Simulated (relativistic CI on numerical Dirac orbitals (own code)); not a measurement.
# Ce³⁺: resonant inelastic scattering at the N4,5 edge

Computed with this model: Dirac-Coulomb-Breit CI, orbitals from a KLI potential per configuration, QED by a radiative potential, valence Slater integrals scaled by 0.7, Kramers-Heisenberg scattering through one core-hole configuration in a parametric crystal field; configurations [Xe] 4f → [Kr] 4d9 4f2 5s2 5p6; 300 K; core-hole width 0.3 eV; summed over polarisations. Incident energies are the highest absorption maxima for each field (at most a few, so the weaker spin-orbit partner edge can be absent), on the computed scale of the free ion. Intensities are in per cent of the strongest line above 0.02 eV; levels within 1 cm⁻¹ are merged; final levels count from the ground level, the first row holds all elastic scattering, lines under 0.4 are left out and each table stops after 24 rows. The scale of the Slater integrals is a model choice and moves the terms in proportion.

Field parameters in Wybourne normalisation; cubic f-shell fields have B⁴₄ = √(5/14) B⁴₀ and B⁶₄ = −√(7/2) B⁶₀. The field is a parameter set, without covalency.

S is read from ⟨S²⟩ = S(S + 1).

Oh, B40 = 2360, B60 = 240 cm⁻¹:

```
Final level (eV)  Degeneracy  Irrep     S  123.2 eV  127.6 eV  128.7 eV
           0.000           2     Γ7  0.50      89.1      60.0      66.2
           0.079           4     Γ8  0.50      54.3      79.7     100.0
           0.263           2     Γ7  0.50       0.8       0.1       1.1
           0.334           4     Γ8  0.50       1.2       1.8      12.9
           0.384           2     Γ6  0.50       0.5       0.3      10.1
```

C2v, B20 = -460, B22 = -10, B40 = -60, B42 = 430, B44 = -560, B60 = -670, B62 = 290, B64 = 390, B66 = -230 cm⁻¹:

| Final level (eV) | Degeneracy | S | 123.2 eV | 127.6 eV | 128.7 eV |
| --- | --- | --- | --- | --- | --- |
| 0.000 | 2 | 0.50 | 247.0 | 164.2 | 263.0 |
| 0.009 | 2 | 0.50 | 45.6 | 58.5 | 86.0 |
| 0.041 | 2 | 0.50 | 44.0 | 61.2 | 100.0 |
| 0.258 | 2 | 0.50 | 2.3 | 0.9 | 12.1 |
| 0.272 | 2 | 0.50 | 2.1 | 1.0 | 9.1 |
| 0.294 | 2 | 0.50 | 1.7 | 1.1 | 11.8 |
| 0.314 | 2 | 0.50 | 1.9 | 1.4 | 12.9 |

C2v, B20 = -490, B22 = -360, B40 = 880, B42 = 580, B44 = 260, B60 = 390, B62 = -340, B64 = -530, B66 = -290 cm⁻¹:

```csv
Final level (eV),Degeneracy,S,123.2 eV,127.6 eV,128.7 eV
0.000,2,0.50,249.9,168.0,265.1
0.006,2,0.50,47.6,61.4,85.9
0.052,2,0.50,42.7,60.8,100.0
0.259,2,0.50,2.2,0.8,12.0
0.272,2,0.50,2.4,1.3,8.7
0.289,2,0.50,1.9,1.2,13.1
0.334,2,0.50,1.2,1.0,12.2
```

For the first field the strongest loss at the lowest incident energy is the level at 0.08 eV (S = 0.50, against 0.50 in the thermal ground state).
